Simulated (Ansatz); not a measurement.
`[Cl][Al]([Cl])[Br]` + H–F → `[F][Al]([Cl])[Br]` + HCl at 600 K and 1 bar (ligand exchange at the Al–Cl bond).

Isolated molecules relaxed with PBE0-D4/def2-TZVP in Ansatz; ΔE leaves out vibrations. CCSD(T)/CBS adds triple-zeta CCSD(T) − MP2 to the extrapolated MP2 energy (def2 sets, frozen cores). This one scheme is used for every species. For Br outer-core shells are correlated without core-valence functions, which leaves a few kJ/mol of doubt a bond. Scalar relativity is left out up to krypton.

```csv
species,CCSD(T)/CBS energy (Eh),H − E (kJ/mol),S (J/(mol·K))
`[Cl][Al]([Cl])[Br]`,-3735.10209,51.9,388.2
H–F,-100.39570,42.3,194.0
`[F][Al]([Cl])[Br]`,-3375.12363,53.0,380.5
HCl,-460.38127,35.4,207.2
```

H − E and S are ideal-gas, rigid-rotor, harmonic terms from PBE0-D4/def2-TZVP. 1 Eh = 2625.50 kJ/mol, R = 8.31446 J/(mol·K).

Task: By hand: ΔE, ΔH, ΔS and ΔG.

Result: ΔE = (-3375.12363) + (-460.38127) − (-3735.10209) − (-100.39570) = -0.00711 Eh = -18.7 kJ/mol. Δ(H − E) = 53.0 + 35.4 − 51.9 − 42.3 = -5.8, so ΔH = -24.5 kJ/mol. ΔS = 380.5 + 207.2 − 388.2 − 194.0 = 5.5 J/(mol·K). ΔG = -24.5 − 600 × (5.5)/1000 = -27.8 kJ/mol.

Task: By hand: the equilibrium constant, and the temperature at which ΔG would vanish if ΔH and ΔS stayed fixed.

Result: log₁₀ K = −ΔG/(RT ln 10) = 2.4. ΔH and −TΔS have one sign here, so there is no such temperature.

The number of gas molecules stays the same, so ΔS is small and ΔH decides. A doubt of 5 kJ/mol in ΔE shifts log₁₀ K by 0.4 here. These are equilibria of isolated gas molecules and say nothing of rates. Largest T1 diagnostic: 0.009 (customary marks: 0.02 for closed shells, 0.045 for open ones).

ΔS is within the doubt of such terms, so its sign, and with it that verdict, could turn.
